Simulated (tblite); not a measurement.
Compound: C6H8ClO (doublet state).
SMILES with atom numbers: `[O:1][CH2:2][C@@H:3]1[CH:4]=[C:5]([Cl:6])[CH2:7][CH2:8]1` (hydrogens: H9, H10 on C2; H11 on C3; H12 on C4; H13, H14 on C7; H15, H16 on C8)

Cartesian coordinates in Å at the GFN2-xTB level; atoms count from 1:
```xyz
16
C6H8ClO angstrom
O     -2.712   -0.094    0.540
C     -1.750   -0.767   -0.004
C     -0.657    0.284   -0.645
C      0.449   -0.477   -1.245
C      1.530   -0.436   -0.456
Cl     3.019   -1.210   -0.752
C      1.320    0.397    0.770
C     -0.014    1.099    0.477
H     -1.146   -1.368    0.707
H     -2.050   -1.385   -0.874
H     -1.251    0.872   -1.341
H      0.355   -1.032   -2.160
H      1.260   -0.246    1.651
H      2.138    1.099    0.933
H      0.167    2.113    0.119
H     -0.665    1.160    1.346
```

All values are computed: GFN2-xTB (tblite) harmonic vibrations without scaling, gas phase. Against measured fundamentals such values can be off by several per cent, at times by over 20. One conformer, not necessarily the lowest. Open shells enter through the occupations alone, without spin polarisation, and single modes of such species can be off by tens of per cent.

Harmonic wavenumbers (cm⁻¹): 82.8, 108.2, 131.1, 253.3, 266.7, 329.6, 399.9, 451.0, 463.0, 613.9, 639.6, 703.1, 803.0, 826.5, 851.9, 953.6, 994.0, 1016.3, 1079.8, 1083.8, 1107.0, 1142.8, 1159.7, 1198.8, 1219.7, 1233.3, 1252.6, 1280.4, 1301.6, 1321.4, 1442.4, 1463.9, 1475.1, 1597.7, 2703.2, 2746.9, 2956.6, 2981.9, 2998.8, 2999.8, 3031.8, 3139.3.

A = 4425, B = 890.1, C = 813.7 MHz; mass 131.026 u (most abundant isotopes); point group C1, symmetry number 1; spin multiplicity 2.

Problem. Zero-point energy?

Solution. ½Σν̃ = 26903 cm⁻¹ = 321.83 kJ/mol.

Problem. Entropy at 298.15 K, 1 bar (ideal gas, RRHO, classical rotation)?

Solution. Translation 169.66, rotation 121.32, vibration 82.44, spin (R ln 2) 5.76: S = 379.2 J/(mol K).

Problem. And Cp and H(298.15 K) − H(0)?

Solution. Cp = 132.51 J/(mol K), of which vibrations give 99.26 (their classical limit is 42 R = 349.2); H(298.15 K) − H(0) = 23.79 kJ/mol without the zero-point energy, 13.88 from vibrations.

Problem. Blend soft modes into free rotors: weight 1/[1 + (100 cm⁻¹/ν̃)⁴] for the oscillator and the rest for a rotor with moment μB/(μ + B), μ = h/(8π²ν), B = 10⁻⁴⁴ kg m². What vibrational entropy results?

Solution. 79.01 J/(mol K) in place of 82.44, which changes −T·S at 298.15 K by +1.02 kJ/mol.

Problem. What must be added to the electronic energy to get the Gibbs energy at 298.15 K and 1 bar?

Solution. ZPE + [H(298.15 K) − H(0)] − T·S = 321.83 + 23.79 − 113.05 = 232.57 kJ/mol.

Problem. How do the functions run with temperature in this model?

Solution. 
```
 T (K)  S (J/(mol K))  Cp (J/(mol K))  H − H(0) (kJ/mol)  G − H(0) (kJ/mol)  ln q(vib)
    50          242.8            45.9               1.86             -10.27       0.17
   100          280.1            63.3               4.60             -23.40       0.83
373.15          412.0           160.4              34.79            -118.93       5.75
   500          464.8           201.4              57.83            -174.58       8.24
   750          558.0           257.3             115.75            -302.74      13.17
  1000          637.2           292.5             184.79            -452.40      17.88
```

q(vib) and H(0) count from the zero-point level.

Hindered rotation and anharmonicity are outside this model. Other conformers, if any are populated, would add a mixing term that is left out. The structure is chiral; the term R ln 2 for an equal mix with its mirror image is left out.
